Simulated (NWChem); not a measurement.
System: C₂, singlet; SMILES [C]=[C]

All runs: NWChem. Pople sets run with spherical d functions. Low-valent species are run as closed-shell singlets; no triplet was tried in these runs. B3LYP is NWChem's, with the RPA form of VWN correlation. Each level has its own optimisation; frequencies are unscaled.

```tsv
level	r C–C (Å)	highest harmonic frequency (cm⁻¹)	zero-point energy (kcal/mol)
Hartree-Fock/STO-3G	1.233	2214	3.2
B3LYP/6-31G*	1.256	1888	2.7
PBE0-D3(BJ)/def2-TZVP	…	1902	2.7
```

Problem. Some entries are withheld; supply them.

Solution. 
- PBE0-D3(BJ)/def2-TZVP, r C–C (Å): 1.246
